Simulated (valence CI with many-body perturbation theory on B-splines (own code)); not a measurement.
## Level structure of O²⁺

Level of theory: configuration interaction combined with many-body perturbation theory (CI+MBPT): four valence electrons over a frozen Dirac-Fock core [He], a basis of 9 s, 9 p, 8 d, 6 f, 3 g, 1 h functions for each j, with the one-electron correlation potential Σ1, the two-electron term Σ2, the three-electron term Σ3, Breit, model QED; selected CI, second order for the rest, scaled by the run's own slope (own B-spline code, finite nucleus).

Set against measurement, 23 paired levels are off by 135 cm⁻¹ on average, the worst by 328. These come from a selection out of Moore, Selected Tables of Atomic Spectra, NSRDS-NBS 3, section 11. Levels without a partner in it may be off by more. Among the levels kept, up to 540 cm⁻¹ of a level comes from second order outside the variational space, and about a tenth of that is noise between levels of different J, which matters for small intervals.

Levels 1 to 32 of 32, with energies above the lowest level, 2s²2p² ³P_0. "Leading %" is the weight of the configuration and term that name the level; weights of strongly mixed levels are sums over their largest components and can fall short, so below about 35 % the name and the second component can differ from the true leading terms, or belong to a minority configuration. Lifetimes count E1, E2, E3, M1 and M2 decay at the calculated energies, and are blank where another channel may lead or the interval is too uncertain; long ones can be off by a factor of two.

```
No.  Configuration  Term  J  E (cm⁻¹)  Leading %      g  Second component  Lifetime
  1         2s²2p²    ³P  0         0         97                                   
  2         2s²2p²    ³P  1       115         97  1.501                     36800 s
  3         2s²2p²    ³P  2       307         97  1.501                     10300 s
  4         2s²2p²    ¹D  2     20407         96  1.000                      36.6 s
  5         2s²2p²    ¹S  0     43409         93               6 % 2p⁴ ¹S          
  6          2s2p³   ⁵S°  2     60128         99  2.002                     1.31 ms
  7          2s2p³   ³D°  3    120085         98  1.334                     1.62 ns
  8          2s2p³   ³D°  2    120113         98  1.167                     1.61 ns
  9          2s2p³   ³D°  1    120119         98  0.499                     1.61 ns
 10          2s2p³   ³P°  2    142528         97  1.501                      542 ps
 11          2s2p³   ³P°  1    142530         97  1.501                      541 ps
 12          2s2p³   ³P°  0    142542         97                             540 ps
 13          2s2p³   ¹D°  2    187296         95  1.000                      183 ps
 14          2s2p³   ³S°  1    197318         97  2.002                     69.5 ps
 15          2s2p³   ¹P°  1    210790         95  1.000                     91.5 ps
 16        2s²2p3s   ³P°  0    267147         92                             255 ps
 17        2s²2p3s   ³P°  1    267266         93  1.500                      256 ps
 18        2s²2p3s   ³P°  2    267523         93  1.501                      256 ps
 19        2s²2p3s   ¹P°  1    273017         91  1.000                      209 ps
 20            2p⁴    ³P  2    283875         92  1.501                      165 ps
 21            2p⁴    ³P  1    284090         92  1.501                      165 ps
 22            2p⁴    ³P  0    284188         92                             165 ps
 23        2s²2p3p    ¹P  1    290855         93  0.999                     8.13 ns
 24        2s²2p3p    ³D  1    293770         93  0.500                     5.33 ns
 25        2s²2p3p    ³D  2    293909         93  1.167                     5.31 ns
 26        2s²2p3p    ³D  3    294124         93  1.334                     5.30 ns
 27        2s²2p3p    ³S  1    297455         93  2.001                     2.32 ns
 28            2p⁴    ¹D  2    298481         92  1.000                      424 ps
 29        2s²2p3p    ³P  0    300098         90                            2.89 ns
 30        2s²2p3p    ³P  1    300184         90  1.502                     2.88 ns
 31        2s²2p3p    ³P  2    300315         90  1.501                     2.86 ns
 32        2s²2p3p    ¹D  2    306528         92  1.000                     3.30 ns
```

The ionisation energy to 2s²2p ²P°1/2 of the next ion comes out as 54.918 eV (NIST: 54.9355 eV (semi-empirical)). All 32 levels together are meant to be complete up to 312367 cm⁻¹.
